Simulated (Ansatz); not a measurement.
Consider the redistribution: `[CH3][Zn][SiH2]N` + `NB(O)[TeH]` → `N[SiH2]B(N)O` + `[CH3][Zn][TeH]`.

Calculated with Ansatz (gas phase, PBE0-D4/def2-TZVP geometries, no zero-point term in ΔE). CCSD(T)/CBS is the MP2 limit (def2-TZVPP, def2-QZVPP) plus CCSD(T) − MP2 in def2-TZVPP, frozen cores. Functionals use def2-TZVPP. B3LYP here is the variant with VWN-RPA as its local correlation; programs differ in this. HSE06 is defined as in plane-wave codes. Elements past krypton have def2 core potentials. For Te, Zn outer-core shells are correlated without core-valence functions, which leaves a few kJ/mol of doubt a bond. Scalar relativity is left out up to krypton. Each species was taken in one conformer, which may not be the lowest.

`[CH3][Zn][SiH2]N`:

Cartesian coordinates in Å:
```
C 0.563 2.210 1.593
Zn -0.072 0.657 0.592
Si -0.850 -1.247 -0.618
N 0.424 -1.897 -1.605
H 0.863 1.927 2.606
H -0.217 2.971 1.674
H 1.428 2.666 1.103
H -1.260 -2.343 0.311
H -2.107 -0.928 -1.379
H 0.977 -1.267 -2.162
H 0.253 -2.750 -2.116
```

`NB(O)[TeH]`:

Cartesian coordinates in Å:
```
N 0.009 0.509 -0.873
B -0.197 -0.009 0.413
O -1.073 0.509 1.323
Te 0.894 -1.760 1.143
H -0.479 1.312 -1.233
H 0.661 0.109 -1.522
H -1.560 1.278 1.018
H 1.744 -1.948 -0.268
```

`N[SiH2]B(N)O`:

Cartesian coordinates in Å:
```
N 1.198 -1.522 -0.148
Si 0.656 -0.067 -0.924
B -0.728 0.794 0.285
N -1.373 -0.034 1.210
O -1.072 2.125 0.265
H 1.716 -2.196 -0.691
H 1.604 -1.442 0.772
H 1.743 0.914 -1.267
H 0.091 -0.488 -2.239
H -2.081 0.298 1.845
H -1.188 -1.021 1.256
H -0.565 2.639 -0.363
```

`[CH3][Zn][TeH]`:

```xyz
7

C     0.014   -0.555    1.281
Zn    0.094   -0.082   -0.602
Te    0.198    0.521   -3.019
H     1.006   -0.818    1.653
H    -0.363    0.287    1.865
H    -0.653   -1.406    1.434
H    -0.295    2.054   -2.613
```

| level | ΔE (kcal/mol) | difference from CCSD(T)/CBS |
| --- | --- | --- |
| B3LYP-D4 | -15.6 | 0.4 |
| r2SCAN0-D4 | -16.3 | -0.3 |
| PBE | -14.6 | 1.4 |
| revPBE | -14.3 | 1.7 |
| r2SCAN0 | -16.2 | -0.2 |
| HSE06 | -15.6 | 0.4 |
| BHLYP | -17.1 | -1.1 |
| CAM-B3LYP | -16.0 | 0.0 |
| LC-ωPBE | -15.4 | 0.6 |
| RPA@PBE/def2-TZVPP | -14.2 | 1.8 |
| MP2/def2-SVP | -16.4 | -0.4 |
| CCSD(T)/def2-SVP | -16.4 | -0.4 |
| MP2/def2-TZVPP | -15.0 | 1.0 |
| HF/def2-QZVPP | -19.0 | -3.0 |
| MP2/def2-QZVPP | -15.5 | 0.5 |
| MP2/CBS(def2) | -15.8 | 0.2 |
| CCSD(T)/CBS | -16.0 | 0 |

Largest T1 diagnostic among the species: 0.013.

Leaving LDA and LC-ωPBE aside and taking each functional with its dispersion term where it has one, the values, not all of them listed here, spread over 2.9 kcal/mol, from BHLYP-D4 to revPBE-D4. From BLYP to BHLYP (50 % exact exchange), in def2-TZVPP and without D4, ΔE moves by −2.1 kcal/mol.

CCSD(T)/CBS has its own doubt, a few kJ/mol and more with outer-core shells, so smaller differences from it don't rank the levels.
